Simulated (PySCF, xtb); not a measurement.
benzoquinone (C6H4O2), SMILES O=C1C=CC(=O)C=C1.

Harmonic wavenumbers (cm⁻¹) from xtb 6.7.1 with GFN2-xTB at its own minimum, in rising order: 63, 193, 307, 404, 428, 442, 473, 602, 725, 750, 766, 806, 879, 909, 941, 949, 1070, 1156, 1173, 1257, 1309, 1309, 1635, 1664, 1687, 1695, 3071, 3071, 3084, 3085.

Task: What does PBE0-D3(BJ)/def2-SVP (PySCF) give at its own minimum? (The exact figures need the calculation; the answer reports its results.)

Result: 97, 235, 343, 420, 453, 457, 521, 611, 761, 769, 795, 813, 917, 945, 1033, 1037, 1076, 1143, 1232, 1335, 1369, 1411, 1693, 1726, 1817, 1819, 3215, 3216, 3232, 3234. Paired by order, the mean absolute difference is 62 cm⁻¹ and the zero-point energies are 51.3 and 53.9 kcal/mol.
